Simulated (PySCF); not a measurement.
# Simulated characterisation data

- structure optimised with GFN2-xTB
- σ from GIAO-PBE0/pcSseg-1
- program: PySCF 2.14
- equivalent nuclei averaged, no relativistic terms, in vacuum, one computed conformer

Referencing at the same level of theory: 1H (σref 31.72) and 13C (σref 186.93) vs TMS. Splittings of carbon signals by F and P are missing where no couplings were computed. Where no couplings were computed, multiplicities follow the n + 1 count of equivalent neighbours, and m marks all less simple cases (inequivalent or close neighbours, rings, F or P nearby). Shifts are as computed. Against solution values, carbons near 30 ppm lie about +3 ppm off and those near 130 ppm about +5 ppm. Of 1211 compounds with measured shifts, 218 miss one by over three times the rms of a fit or turn the order of signals round; such compounds aren't used in these exercises.

**1.** SMILES c1cn(-c2cccc(F)c2)nc1, C₉H₇FN₂. 1H NMR (600 MHz, computed): δ 8.75 (d, 1H), 8.09 (m, 1H), 7.80 (m, 1H), 7.74 (m, 1H), 7.33 (m, 1H), 7.16 (m, 1H), 6.65 (m, 1H). 13C{1H} NMR (computed): δ 173.3, 145.7, 145.1, 136.9, 128.8, 120.5, 117.9, 114.5, 106.3.

**2.** `C(#N)c1c(F)c(F)c(F)c(F)c1F`, C₇F₅N. 13C{1H} NMR (computed): δ 159.4 (C), 155.7 (C), 148.5 (C), 112.1 (C), 95.6 (C).
